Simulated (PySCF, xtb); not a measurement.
Fe(OH)3 (FeH₃O₃), SMILES [OH][Fe]([OH])[OH] (connectivity only; charge and spin as stated), neutral, multiplicity 6. The values are those of a single conformer.

Harmonic wavenumbers (cm⁻¹) from xtb with GFN2-xTB at its own minimum, in rising order: 67, 134, 135, 199, 268, 276, 450, 451, 461, 498, 500, 520, 3700, 3703, 3705.

What does PBE-D3(BJ)/def2-SVP (PySCF) give at its own minimum? (Estimate from the structure and the level; the computed values follow.)

107, 127, 128, 370, 370, 405, 573, 592, 592, 608, 687, 687, 3714, 3714, 3717. Paired by order, the mean absolute difference is 90 cm⁻¹ and the zero-point energies are 21.5 and 23.4 kcal/mol.
